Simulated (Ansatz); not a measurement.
`N[SiH2][AlH2]` + CH₃NH₂ → `CN[SiH2]N` + `[AlH3]`  (cleavage of the Si–Al bond)

Computed with Ansatz on PBE0-D4/def2-TZVP structures; ΔE is electronic, products minus reactants. CCSD(T)/CBS adds triple-zeta CCSD(T) − MP2 to the extrapolated MP2 energy (def2 sets, frozen cores). This one scheme is used for every species. DFT in def2-TZVPP. One conformer a species, not always the lowest.

CCSD(T)/CBS gives -0.72 eV.

Task: Another level gave -0.52 eV. Which?
A. r2SCAN/def2-TZVPP
B. LDA (SPW92)/def2-TZVPP
C. PBE-D4/def2-TZVPP
D. ωB97M-V/def2-TZVPP

Result: C. PBE-D4 -0.52, r2SCAN -0.67, ωB97M-V -0.78, LDA (SPW92) -0.63 eV.

Task: What do rigid-rotor, harmonic-oscillator terms from PBE0-D4/def2-TZVP frequencies (298.15 K, 1 bar) make of the CCSD(T)/CBS value? (Best estimate.)

Result: Computed: ΔZPE = -0.10 eV, ΔH = -0.82 eV, ΔS = -31 J/(mol·K), ΔG = -0.73 eV.

Largest T1 diagnostic among the species: 0.011.

The D4 term adds −0.05 eV with B3LYP and −0.02 eV with PBE0; it sums over pairs of atoms, weighted by their polarisabilities, and B3LYP, whose exchange is more repulsive, gets the larger term. Leaving LDA and LC-ωPBE aside and taking each functional with its dispersion term where it has one, the values, not all of them listed here, spread over 0.28 eV, from B97M-V to PBE-D4. LDA lies −0.13 eV from PBE without D4.

B3LYP here is the variant with VWN-RPA as its local correlation; programs differ in this.
